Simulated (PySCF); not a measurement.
# Computed and published core binding energies of `FB(F)F`

The experiment to reproduce (core binding energies): B 1s of B2 202.83 eV [1]; B 1s of B2 202.85 eV [2]; F 1s of F1/F3/F4 694.94 eV [2]. Sources and the comparison follow the method.

Compound: BF₃.
Atom-mapped SMILES: `[F:1][B:2]([F:3])[F:4]`

Cartesian coordinates in Å at the PBE0-D3(BJ)/def2-SVP level; atoms count from 1:
```
atom  x, y, z in Å
F1     1.178   -0.639    0.071
B2     0.026   -0.020   -0.019
F3    -1.085   -0.711   -0.093
F4    -0.015    1.290   -0.035
```

Method: delta-SCF UKS SCAN, pcX-2 on the ionised atom, pcseg-1 elsewhere, spin-free X2C in PySCF 2.14.0. Each binding energy is the total energy of the core-ionised species, with the hole localised on one atom, minus that of the ground state; both are solved self-consistently, so orbital relaxation is included.

```tsv
atom	environment	level	this calculation (eV)	reference (eV)	difference (eV)	source
B2	three-coordinate boron	B 1s	202.37	202.83	-0.46	[1]
B2	three-coordinate boron	B 1s	202.37	202.85	-0.48	[2]
F1/F3/F4	boron-bound fluorine	F 1s	694.73	694.94	-0.21	[2]
```

[1] measured, gas; Besley, J. Chem. Theory Comput. 2021, 17, 3644 (DFT calculations of core-electron binding energies at the K-edge of heavier elements)
[2] measured, gas; Beach, A photoelectron spectroscopic study of bonding in inorganic and organometallic compounds, PhD thesis, LBL 1985

Problem. How well does this level of theory reproduce the measurements here?

Solution. Over the 3 different measured values (2 distinct lines) the mean signed difference is -0.38 eV, the mean unsigned one 0.38 eV and the largest 0.48 eV. The calculation is vertical and has no vibrational structure, and measured positions depend on the energy calibration.

Atoms equivalent by their bonding share one computed value, that of the first of them. Geometry: PBE0-D3(BJ)/def2-SVP; no solvent, vibrations or thermal averaging.
